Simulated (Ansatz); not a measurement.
Basis sets compared for Ga3N3H12 (started as a model of: (H2Ga-mu-NH2)3). The state is a singlet with charge 0. Geometry PBE0-D4/def2-SVP. Ansatz on 4 threads of Arm Neoverse V2 on a shared host; times are rough, and most runs start from earlier orbitals.

| atom | x (Å) | y (Å) | z (Å) |
| --- | --- | --- | --- |
| Ga1 | 0.1607 | 0.9041 | -1.8630 |
| Ga2 | -1.7034 | -0.7616 | 0.4208 |
| Ga3 | 1.5659 | 0.0140 | 1.0870 |
| N4 | -0.6919 | -0.8285 | -1.3090 |
| N5 | -0.1602 | -0.8062 | 1.7087 |
| N6 | 0.8296 | 1.4851 | -0.0590 |
| H7 | 1.4376 | 0.6034 | -2.7336 |
| H8 | -1.0106 | 1.8533 | -2.3158 |
| H9 | -2.3354 | 0.6762 | 0.5533 |
| H10 | -2.5247 | -2.0977 | 0.5789 |
| H11 | 2.2949 | 0.6541 | 2.3291 |
| H12 | 2.2336 | -1.0514 | 0.1361 |
| H13 | -1.3413 | -1.1152 | -2.0437 |
| H14 | 0.0145 | -1.5668 | -1.2794 |
| H15 | 0.0270 | -1.7742 | 1.9760 |
| H16 | -0.4564 | -0.3526 | 2.5748 |
| H17 | 0.0916 | 1.9874 | 0.4387 |
| H18 | 1.5684 | 2.1765 | -0.2000 |

Binding counts from free atoms (Ga doublet, N quartet, H doublet) in the same basis, without a counterpoise term.

| level | functions | energy (Eh) | HOMO (eV) | LUMO (eV) | binding per atom (eV) | wall time |
| --- | --- | --- | --- | --- | --- | --- |
| PBE-D4/def2-SVP | 198 | -5944.2171 | -6.42 | -0.53 | 3.07 | 3.4 s |
| PBE0-D4/def2-SVP | 198 | -5944.3667 | -7.68 | 0.27 | 3.04 | 6 s |

Estimate the rows for PBE-D4/def2-TZVP (with forces), PBE0-D4/def2-TZVP.


```json
{"level": "PBE-D4/def2-TZVP (with forces)", "functions": "309", "energy (Eh)": "-5945.1550", "HOMO (eV)": "-6.49", "LUMO (eV)": "-0.80", "binding per atom (eV)": "3.05", "wall time": "7 s"}
{"level": "PBE0-D4/def2-TZVP", "functions": "309", "energy (Eh)": "-5945.2971", "HOMO (eV)": "-7.73", "LUMO (eV)": "-0.02", "binding per atom (eV)": "3.02", "wall time": "13 s"}
```
